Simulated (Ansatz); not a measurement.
Molecule: 1,1-difluoropropylsilane, C3H8F2Si, net charge 0, singlet state. 
Structure (B3LYP-D3(BJ)/def2-TZVP (Ansatz, a quantum-chemistry and plane-wave program) minimum search):
```xyz
14

C      2.3279    -0.2581     0.7937
C      0.8358    -0.5585     0.9227
C     -0.0115     0.1035    -0.1439
F      0.4380    -0.2974    -1.3962
F      0.1928     1.4774    -0.0998
Si    -1.9084    -0.2166    -0.0645
H      2.7148    -0.6050    -0.1639
H      2.8811    -0.7613     1.5872
H      2.5190     0.8117     0.8710
H      0.4594    -0.2254     1.8934
H      0.6541    -1.6348     0.8639
H     -2.5514     0.5082    -1.1784
H     -2.1407    -1.6730    -0.1806
H     -2.4093     0.2709     1.2393
```

Basis-set convergence of Hartree-Fock and MP2 correlation energies (hartree) with Ansatz. Correlated levels leave the core frozen unless marked. No spin-orbit coupling. Non-relativistic.

```
basis            functions       E(HF)  E(corr, MP2)
---------------  ---------  ----------  ------------
aug-cc-pV(D+d)Z        219  -606.10821      -0.95611
aug-cc-pV(T+d)Z        469         [?]           [?]
```

Q: Some entries are withheld; supply them.

A: 
- aug-cc-pV(T+d)Z, E(HF): -606.20325
- aug-cc-pV(T+d)Z, E(corr, MP2): -1.17037
